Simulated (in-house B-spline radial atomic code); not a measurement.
## Solving the quasi-particle equation for 4s of Rb⁷⁺

Configuration [Ar] 3d10 4s2, start PBE, empty levels kept to 42666.7 hartree. Computed with a B-spline radial code for spherical atoms: all electrons, scalar-relativistic (spin-free one-electron X2C), finite nucleus, each spin shell either full or empty, empty states to l = 9 with an (l + 1/2)⁻⁴ tail; G0W0 by contour deformation at full frequency.

At the mean-field level ε = -125.475 eV the matrix elements are Σx = -27.056 eV, v_xc = -21.622 eV and Σc(ε) = -2.951 eV, and the slope of the correlation self-energy is dΣc/dω = -0.0407. The quasi-particle energy solves E = ε + Σx − v_xc + Σc(E).

Q: What does the linearised equation give?

A: Z = 1/(1 − dΣc/dω) = 1/1.0407 = 0.9609. The first-order shift is Σx − v_xc + Σc(ε) = -27.056 − (-21.622) + (-2.951) = -8.385 eV, so E ≈ ε + Z × shift = -125.475 + 0.9609 × (-8.385) = -133.532 eV.

Q: How does that compare with the full solution and with static screening?

A: Solving the equation at full frequency dependence gives E = -133.564 eV, where Σc = -2.656 eV and the weight is 0.968; the linearised value is off by 32 meV. Leaving Z out would give -133.860 eV. Static COHSEX puts -5.289 eV in place of Σc and gives -136.198 eV, 2.63 eV deeper.
